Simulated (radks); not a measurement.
Species: Ge21+. Configuration: [Ne] 3s1. Calculated with a radial shooting solver on a logarithmic mesh with Libxc functionals: scalar-relativistic Kohn-Sham, LDA (Slater exchange, Perdew-Wang correlation), spin-polarised, spherical densities, finite nucleus; open shells are filled with parallel spins first; Fermi nuclear charge, rms radius 4.0742 fm.

Normalised radial functions P(r) = r R(r), r in bohr:

```
   r/bohr * 2s up (the largest magnitude, 2.3, reaches the edge; | marks zero)
 0.001572                             | *
 0.001967                             |  *
 0.002442                             |  *
 0.003055                             |   *
 0.003791                             |    *
 0.004743                             |     *
 0.005934                             |      *
 0.007364                             |       *
 0.009213                             |        *
  0.01143                             |          *
  0.01431                             |           *
  0.01775                             |            *
  0.02221                             |             *
  0.02779                             |            *
  0.03449                             |           *
  0.04315                             |        *
  0.05355                             |   *
    0.067                           * |
  0.08382                   *         |
    0.104            *                |
   0.1301     *                       |
   0.1615  *                          |
   0.2021   *                         |
   0.2528       *                     |
   0.3138              *              |
   0.3925                     *       |
   0.4872                         *   |
   0.6095                            *|
   0.7564                             *
   0.9464                             *
    1.184                             *
    1.469                             *
```

2s up: eigenvalue -2231.1 eV, 1 radial node at r = 0.0629 bohr, <r> = 0.207 bohr, 90 % of the charge inside 0.319 bohr.
